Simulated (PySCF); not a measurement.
A structure optimised at PBE-D3(BJ)/def2-SVP, used in a PySCF frequency run:

```
C
C 1 1.5004
H 2 1.1007 1 116.96
H 2 1.1007 3 115.34 1 -143.47
C 1 1.5004 2 61.03 3 108.56
H 5 1.1007 1 116.96 2 -108.56
H 5 1.1007 6 115.34 1 143.47
Cl 1 1.7754 2 118.37 3 0.00
Cl 1 1.7754 2 118.37 3 -142.88
```

### Question
Write its SMILES, formula and point group.

### Answer
ClC1(Cl)CC1, C3H4Cl2, C2v

### Question
What are its rotational constants (standard atomic weights)?

### Answer
3.9078, 2.8146, 1.8879 GHz
